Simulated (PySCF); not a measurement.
## UHF on Ne (neon, neutral)

Configuration: [Ne], closed-shell 1S. Computed with PySCF 2.14 in cc-pVDZ-DK (3s2p1d, 14 functions), with scalar relativity by spin-free X2C-1e.

- Total energy: -128.625186 hartree
- One-electron energy: -182.8039 hartree
- Hartree (Coulomb) energy: 66.3252 hartree
- Exchange energy: -12.1465 hartree
- ⟨S²⟩: 0.0000
- ⟨L²⟩: 0.000
- Sum of ⟨r⟩: 7.827 bohr
- Sum of ⟨r²⟩: 9.070 bohr²
- Langevin diamagnetic susceptibility: -7.18 ×10⁻⁶ cm³/mol
- Time after the integrals: 0.03 s of wall time on 1 thread of Neoverse-V1 (shared host)

| shell | electrons | mean orbital energy (hartree) | rms radius, mean of both spins (bohr) |
| --- | --- | --- | --- |
| 1s | 2 | -32.80505 | 0.183 |
| 2s | 2 | -1.92400 | 0.978 |
| 2p | 6 | -0.83140 | 1.09 |
